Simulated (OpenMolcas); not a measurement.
**Lu+: effect of the basis set**

```json
{"Program": "OpenMolcas 26.06", "Method": "CASSCF", "Active space": "2 electrons in 6 orbitals (5d 6s)", "State averaging": "2S+1 = 1 even, 20 roots; 2S+1 = 3 even, 15 roots kept (CI in the orbitals of an earlier block)", "Spin-orbit coupling": "state interaction with AMFI integrals over the reference wave functions, term energies averaged over their components"}
```

A. ANO-R1 [7s5p4d2f], X2C, finite nucleus; cost roughly 18 core-seconds
B. ANO-RCC-VDZP [7s6p4d2f1g], DKH2, point nucleus; cost of the order of 15 core-seconds
C. ANO-R2 [8s6p5d3f1g], X2C, finite nucleus; cost roughly 9 core-seconds
D. ANO-RCC-VTZP [8s7p5d3f2g1h], DKH2, point nucleus; cost about 30 core-seconds
E. ANO-RCC-VQZP [9s8p6d4f3g2h], DKH2, point nucleus; cost of the order of 25 core-seconds
F. ANO-R3 [10s8p7d5f4g2h], X2C, finite nucleus; cost of the order of 4 core-minutes

Energies in cm⁻¹ above 6s² ¹S₀, the measured ground level; measured values from NIST Handbook of Basic Atomic Spectroscopic Data.

```json
{"Level": "6s² ¹S₀", "A": "0.0", "B": "0.0", "C": "0.0", "D": "0.0", "E": "0.0", "F": "0.0", "Measured": "0.0"}
{"Level": "5d 6s ³D₁", "A": "10051", "B": "10589", "C": "9541", "D": "9341", "E": "8769", "F": "8651", "Measured": "11796"}
{"Level": "5d 6s ³D₂", "A": "10805", "B": "11348", "C": "10288", "D": "10096", "E": "9549", "F": "9429", "Measured": "12435"}
{"Level": "5d 6s ³D₃", "A": "12420", "B": "12970", "C": "11889", "D": "11728", "E": "11263", "F": "11139", "Measured": "14199"}
{"Level": "5d 6s ¹D₂", "A": "16994", "B": "17644", "C": "16412", "D": "16247", "E": "15683", "F": "15518", "Measured": "17333"}
{"Level": "5d² ³F₂", "A": "27317", "B": "28055", "C": "26586", "D": "26535", "E": "25735", "F": "25431", "Measured": "29407"}
{"Level": "5d² ³F₃", "A": "28861", "B": "29613", "C": "28113", "D": "28092", "E": "27359", "F": "27049", "Measured": "30889"}
{"Level": "5d² ³F₄", "A": "30637", "B": "31394", "C": "29878", "D": "29886", "E": "29232", "F": "28917", "Measured": "32504"}
{"Level": "5d² ³P₀", "A": "35188", "B": "35757", "C": "34608", "D": "34659", "E": "34090", "F": "33782", "Measured": "35652"}
{"Level": "5d² ³P₁", "A": "35656", "B": "36227", "C": "35072", "D": "35130", "E": "34582", "F": "34273", "Measured": "36557"}
{"Level": "5d² ³P₂", "A": "36074", "B": "36633", "C": "35487", "D": "35522", "E": "34998", "F": "34699", "Measured": "38575"}
{"Level": "5d² ¹G₄", "A": "38323", "B": "38829", "C": "37793", "D": "37892", "E": "37452", "F": "37142", "Measured": ""}
{"Level": "5d² ¹D₂", "A": "39448", "B": "39973", "C": "38835", "D": "38827", "E": "38454", "F": "38179", "Measured": ""}
```

Deviations, from unrounded energies. A percentage is the sum of absolute deviations over the sum of measured energies, with the sign that they share, or ± where signs differ.

| Against measurement | Levels | A | B | C | D | E | F |
| --- | --- | --- | --- | --- | --- | --- | --- |
| mean absolute deviation (cm-1) | 10 | 1500 | 990 | 2100 | 2200 | 2800 | 3000 |
| other configurations (%) | 10 | -5.9 | ±3.8 | -8.3 | -8.5 | -10.8 | -11.7 |

B lies closest to measurement on these levels and F furthest from it. The largest miss of B in the table is 5d² ³P₂, by -1900 cm-1. The ranking rests on the paired levels alone, and a cruder setting can come out closer through cancelling errors.

Among A to F the level of the table that moves most is 5d² ³F₂, by 2600 cm-1 (lowest in F, highest in B).

Without dynamic correlation excited terms often stand tens of per cent too high (terms of higher spin than the ground term too low), and those without a measured partner can miss by more than the paired ones. Terms from blocks run as CI alone lack orbitals of their own. A single d shell beside an s shell can misplace configurations of different d count against each other. Computed and measured levels are paired by configuration, term and J; levels that our copy of the source lacks, or whose pairing is in doubt (as where it misses far off the trend of its configuration), stay unpaired and out of the deviations. Only configurations of the active space appear.
